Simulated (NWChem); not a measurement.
System: C2H2Cl, doublet; SMILES [CH]=CCl

NWChem printed, in part:

```
             Northwest Computational Chemistry Package (NWChem) 7.3.0
             --------------------------------------------------------

                             Geometry "geometry" -> ""
                             -------------------------

 Output coordinates in angstroms (scale by  1.889725989 to convert to a.u.)

  No.       Tag          Charge          X              Y              Z
 ---- ---------------- ---------- -------------- -------------- --------------
    1 C                    6.0000    -0.27018500     1.72392200     0.00000000
    2 C                    6.0000     0.50342800     0.66880300     0.00000000
    3 Cl                  17.0000    -0.11095400    -0.96942400     0.00000000
    4 H                    1.0000    -1.31984200     2.00722400     0.00000000
    5 H                    1.0000     1.59710400     0.71248400     0.00000000

 Effective nuclear repulsion energy (a.u.)      80.8548546671

                                 NWChem DFT Module
                                 -----------------

 Summary of "ao basis" -> "ao basis" (spherical)
 ------------------------------------------------------------------------------
       Tag                 Description            Shells   Functions and Types
 ---------------- ------------------------------  ------  ---------------------
 C                          def2-svp                 6       14   3s2p1d
 Cl                         def2-svp                 8       18   4s3p1d
 H                          def2-svp                 3        5   2s1p

            General Information
            -------------------
          SCF calculation type: DFT
          Wavefunction type:  spin polarized.
          No. of atoms     :     5
          No. of electrons :    31
           Alpha electrons :    16
            Beta electrons :    15
          Charge           :     0
          Spin multiplicity:     2
          Use of symmetry is: off; symmetry adaption is: off
          Maximum number of iterations: 150
          AO basis - number of functions:    56
                     number of shells:    26
          Convergence on energy requested:  1.00D-06
          Convergence on density requested:  1.00D-05
          Convergence on gradient requested:  5.00D-04

              XC Information
              --------------
                         B3LYP Method XC Potential
                     Hartree-Fock (Exact) Exchange  0.200
                        Slater Exchange Functional  0.800 local
                    Becke 1988 Exchange Functional  0.720 non-local
              Lee-Yang-Parr Correlation Functional  0.810
                  VWN I RPA Correlation Functional  0.190 local

             Grid Information
             ----------------
          Grid used for XC integration:  medium
          Radial quadrature: Mura-Knowles
          Angular quadrature: Lebedev.
          Tag              B.-S. Rad. Rad. Pts. Rad. Cut. Ang. Pts.
          ---              ---------- --------- --------- ---------
          C                   0.70       49           8.0       434
          Cl                  1.00       88           9.0       590
          H                   0.35       45          10.0       434
          Grid pruning is: on
          Number of quadrature shells:   276
          Spatial weights used:  Erf1

      Superposition of Atomic Density Guess
      -------------------------------------

 Sum of atomic energies:        -535.57169828

      Non-variational initial energy
      ------------------------------

 Total energy =    -536.649262
 1-e energy   =    -897.067508
 2-e energy   =     279.563391
 HOMO         =      -0.193956
 LUMO         =       0.044057

     ---------------------------------------------
      Total Density - Mulliken Population Analysis
     ---------------------------------------------

    Atom       Charge   Shell Charges
 -----------   ------   -------------------------------------------------------
    1 C    6     6.13   1.99  1.00  0.40  1.77  0.94  0.02
    2 C    6     5.93   1.99  0.95  0.24  1.77  0.93  0.05
    3 Cl  17    17.20   2.00  1.99  1.22  0.71  5.94  2.11  3.20  0.03
    4 H    1     0.87   0.63  0.21  0.03
    5 H    1     0.87   0.66  0.19  0.02

     --------------------------------------------
      Spin Density - Mulliken Population Analysis
     --------------------------------------------

    Atom       Charge   Shell Charges
 -----------   ------   -------------------------------------------------------
    1 C    6     0.75   0.00  0.03  0.04  0.40  0.29  0.00
    2 C    6     0.05   0.00  0.02  0.00  0.00  0.02  0.01
    3 Cl  17     0.14   0.00  0.00  0.01 -0.00  0.00  0.06  0.07  0.00
    4 H    1     0.03   0.02  0.01  0.00
    5 H    1     0.02   0.02  0.00  0.00

   convergence    iter        energy       DeltaE   RMS-Dens  Diis-err
 ---------------- ----- ----------------- --------- --------- ---------
 d= 0,ls=0.0,diis     1   -537.2691658535 -6.18D+02  6.86D-03  8.23D-02
                                                     5.63D-03  8.08D-02
 d= 0,ls=0.0,diis     2   -537.2822595649 -1.31D-02  4.29D-03  5.80D-02
                                                     4.20D-03  5.26D-02
 d= 0,ls=0.0,diis     3   -537.3046075226 -2.23D-02  1.56D-03  1.34D-02
                                                     1.64D-03  1.48D-02
 d= 0,ls=0.0,diis     4   -537.3113880350 -6.78D-03  7.42D-04  1.73D-03
                                                     4.75D-04  9.47D-04
 d= 0,ls=0.0,diis     5   -537.3121940873 -8.06D-04  1.37D-04  6.51D-05
                                                     2.32D-04  1.31D-04
  Resetting Diis
 d= 0,ls=0.0,diis     6   -537.3122781450 -8.41D-05  1.30D-04  1.30D-05
                                                     1.04D-04  8.27D-06
 d= 0,ls=0.0,diis     7   -537.3123042896 -2.61D-05  5.10D-05  2.21D-06
                                                     6.51D-05  2.82D-06
 d= 0,ls=0.0,diis     8   -537.3123120227 -7.73D-06  4.37D-05  1.83D-06
                                                     2.42D-05  7.61D-07
 d= 0,ls=0.0,diis     9   -537.3123147358 -2.71D-06  3.43D-05  3.56D-07
                                                     5.63D-05  1.50D-06
 d= 0,ls=0.0,diis    10   -537.3123172166 -2.48D-06  3.04D-05  6.59D-07
                                                     2.11D-05  2.06D-07
 d= 0,ls=0.0,diis    11   -537.3123178073 -5.91D-07  2.44D-06  9.86D-09
                                                     2.82D-06  1.47D-08

         Total DFT energy =     -537.312317807338
      One electron energy =     -898.843984448982
           Coulomb energy =      320.444717906419
    Exchange-Corr. energy =      -39.767905931888
 Nuclear repulsion energy =       80.854854667112

 Numeric. integr. density =       31.000000964439

                    DFT Final Alpha Molecular Orbital Analysis
                    ------------------------------------------

 Vector   14  Occ=1.000000D+00  E=-3.155259D-01
              MO Center= -1.7D-02, -7.3D-01,  5.1D-11, r^2= 1.7D+00
   Bfn.  Coefficient  Atom+Function         Bfn.  Coefficient  Atom+Function
  ----- ------------  ---------------      ----- ------------  ---------------
    39      0.601004  3 Cl px                36      0.454483  3 Cl px
    33      0.261952  3 Cl px                52     -0.173140  5 H  s
    40     -0.158865  3 Cl py                18     -0.124509  2 C  px
     2      0.107469  1 C  s                 37     -0.106707  3 Cl py
     4      0.094274  1 C  px                 3      0.090578  1 C  s

 Vector   15  Occ=1.000000D+00  E=-2.740706D-01
              MO Center= -6.2D-02,  4.3D-01,  7.7D-09, r^2= 2.7D+00
   Bfn.  Coefficient  Atom+Function         Bfn.  Coefficient  Atom+Function
  ----- ------------  ---------------      ----- ------------  ---------------
    41      0.460972  3 Cl pz                 6     -0.396499  1 C  pz
    38      0.326117  3 Cl pz                20     -0.280564  2 C  pz
     9     -0.265996  1 C  pz                35      0.187844  3 Cl pz
    23     -0.153488  2 C  pz

[...]

                     NWChem Electrostatic Potential Fit Module
                     -----------------------------------------

 Atom parameters

 Number of atoms is                                    5
 Number of basis functions is                         56

 Grid parameters

 Maximum number of grid points is                  26405
 Number of grid points is                          26404
 Grid range                                     0.300000 nm
 Grid spacing                                   0.020000 nm
 Probe radius                                   0.070000 nm
 Atom radius factor                             1.000000

 Atomic radii

    1    0.100000
    6    0.147000
   17    0.169000
 FASTESP  F
  using M.O. file = ./job.movecs

    Atom              Coordinates                           Charge

                                                  ESP

    1 C    -0.027019    0.172392    0.000000   -0.244444
    2 C     0.050343    0.066880    0.000000    0.014424
    3 Cl   -0.011095   -0.096942    0.000000   -0.104190
    4 H    -0.131984    0.200722    0.000000    0.205196
    5 H     0.159710    0.071248    0.000000    0.129014
                                            ------------
                                                0.000000

 Dipole moment                                  0.366768

 Quadrupole moment Qxx                          6.231893
                   Qyy                         -5.191203
                   Qzz                         -1.040691

 RMS deviation kJ/mol                           0.082190

 RRMS %                                        46.188086
```

Level: B3LYP/def2-SVP, spin-unrestricted. In the optimisation the excess spin sits in a' (Cs, its own frame). Geometry: optimised at PBE0/def2-SVP, spin-unrestricted. No stability test was run on the SCF state.

Q: Reconstruct the input file.

A: Several could match; the one computed here: the input that was run:
```
start job
memory heap 200 mb stack 700 mb global 900 mb
geometry units angstroms noautosym nocenter noautoz
  C     -0.270185     1.723922     0.000000
  C      0.503428     0.668803     0.000000
  Cl    -0.110954    -0.969424     0.000000
  H     -1.319842     2.007224     0.000000
  H      1.597104     0.712484     0.000000
end
basis spherical
  * library def2-svp
end
dft
  odft
  mult 2
  xc b3lyp
  iterations 150
  mulliken
end
task dft energy
esp
  recalculate
  probe 0.07
  range 0.3
  factor 1.0
  spacing 0.02
end
task esp
```
